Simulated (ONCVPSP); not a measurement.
# An all-electron radial function and its pseudo partner (hydrogen)

Columns: radius, all-electron u(r) and pseudo u(r) of the 1s shell (level -6.49 eV) of hydrogen in the configuration 1s1; PBE, non-relativistic, ONCV scheme, ONCVPSP 4.0.1.

| r (bohr) | all-electron | pseudo |
| --- | --- | --- |
| 0.045 | 0.0825 | 0.0644 |
| 0.090 | 0.1577 | 0.1289 |
| 0.135 | 0.2260 | 0.1930 |
| 0.180 | 0.2878 | 0.2554 |
| 0.225 | 0.3436 | 0.3148 |
| 0.270 | 0.3938 | 0.3701 |
| 0.315 | 0.4389 | 0.4210 |
| 0.360 | 0.4792 | 0.4679 |
| 0.405 | 0.5150 | 0.5114 |
| 0.450 | 0.5468 | 0.5513 |
| 0.495 | 0.5747 | 0.5867 |
| 0.540 | 0.5992 | 0.6160 |
| 0.585 | 0.6204 | 0.6385 |
| 0.630 | 0.6387 | 0.6544 |
| 0.675 | 0.6543 | 0.6653 |
| 0.720 | 0.6673 | 0.6734 |
| 0.765 | 0.6780 | 0.6805 |
| 0.810 | 0.6866 | 0.6872 |
| 0.855 | 0.6933 | 0.6934 |
| 0.900 | 0.6982 | 0.6982 |
| 0.945 | 0.7015 | 0.7015 |
| 0.990 | 0.7032 | 0.7032 |
| 1.035 | 0.7037 | 0.7037 |
| 1.080 | 0.7028 | 0.7028 |
| 1.125 | 0.7009 | 0.7009 |
| 1.170 | 0.6979 | 0.6979 |

Task: How many radial nodes do the two functions have?

Result: The all-electron 1s function has n − l − 1 = 0; the pseudo-wave has 0.

Task: At about which radius was the pseudo-wave matched?

Result: 0.90 bohr, where the columns begin to agree (steps of 0.04 bohr).

Task: Where does each function peak?

Result: Outermost all-electron maximum near 1.03 bohr, pseudo maximum near 1.03 bohr (to the table’s step).

Task: Is the pseudo-wave norm-conserving?

Result: Yes: the ONCV scheme keeps the norm inside the radius equal to the all-electron one, which fixes the energy derivative of the logarithmic derivative at the level.
